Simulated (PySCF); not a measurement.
C6H9O2P.
Geometry (PBE0-D3(BJ)/def2-SVP, Å), atoms numbered from 1 in this order:
```
atom  x, y, z in Å
C1     2.7492   -0.3456    1.1335
C2     1.9209   -0.2758    0.2481
P3     0.7598   -0.1912   -1.1024
O4     1.3658   -0.3741   -2.4524
C5    -0.0998    1.3833   -0.7981
C6    -0.8972    1.3664    0.5059
O7    -1.8253    0.3181    0.5587
C8    -1.2500   -0.9550    0.6663
C9    -0.5224   -1.3840   -0.6079
H10    3.4875   -0.4091    1.9138
H11    0.6393    2.1992   -0.8116
H12   -0.7711    1.5229   -1.6617
H13   -1.4725    2.2991    0.6025
H14   -0.2031    1.3138    1.3693
H15   -2.0727   -1.6541    0.8779
H16   -0.5521   -0.9938    1.5272
H17   -1.2229   -1.4299   -1.4581
H18   -0.0614   -2.3778   -0.4979
```

Linear response at B3LYP/def2-SVPD (PySCF, frozen core in the response, non-relativistic).

Static isotropic polarisability: 96.12 au (14.24 Å³), principal values 88.4, 92.8, 107.2 au.

Question: What is the polarisability at 1064 nm and at the sodium D line?

Answer: 96.91 au at 1064 nm (+0.8 %), 98.80 au at 589.3 nm (+2.8 %). The rise at 589.3 nm is 3.37 times that at 1064 nm; a pure ω² law gives 3.26. The lowest singlet lies at 218 nm, shorter than both wavelengths.

Question: What is the isotropic C6 coefficient between two such molecules, C6 = (3/π)∫α(iω)² dω?

Answer: 3840 au (Eh·bohr⁶) by a ten-point quadrature over imaginary frequencies, which is 2290 eV·Å⁶ or 221 J·nm⁶/mol.

Question: Which effective excitation energy ω̄ makes London's formula C6 = (3/4)α²ω̄ exact here?

Answer: ω̄ = 4·C6/(3α²) = 0.554 Eh = 15.1 eV. A one-pole form α(ω) = α/(1 − ω²/ω̄²) fitted to the 1064 nm value gives 12.8 eV. London's choice of the ionisation energy (9.61 eV, ΔSCF at the same level) gives C6 = 2450 au, 36 % too low.

Question: The lowest 10 singlets have (eV, f): 5.69, 0.002; 5.93, 0.016; 6.00, 0.000; 6.10, 0.023; 6.20, 0.000; 6.24, 0.003; 6.38, 0.001; 6.58, 0.005; 6.81, 0.002; 7.02, 0.008. What share of the static polarisability do they carry in the sum over states α = Σ f/ω²?

Answer: 1.15 au, 1.2 % of α; the largest term, 0.46 au, is that of the state at 6.10 eV. Their oscillator strengths add up to 0.06. Higher states carry the rest.

Question: How many electrons N does the Slater–Kirkwood formula C6 = (3/4)·√N·α^(3/2) need to give this C6?

Answer: N = (4·C6/3)²/α³ = 29.5; the species has 76 electrons in all.

Question: How anisotropic is the static polarisability, by Δα² = ½[(α1 − α2)² + (α2 − α3)² + (α3 − α1)²]?

Answer: Δα = 17.0 au, or 0.18 of the isotropic value.

Question: What molar refraction at the D line follows from R = (4π/3)·N_A·α′, with α′ the polarisability volume?

Answer: α′ = 14.64 Å³ gives R = 36.93 cm³/mol, for isolated, non-vibrating species.

Question: What three-body coefficient follows from the one-pole estimate C9 = (3/4)·α·C6?

Answer: 277000 au. This is an estimate from the two numbers above, not a computed integral.

Time: 4.1 min of wall time; peak memory 1.1 GiB. Hardware: one thread of an AMD EPYC 7R43 (shared host). This is the whole response run at B3LYP/def2-SVPD, SCF included.

One conformer stands for the species.
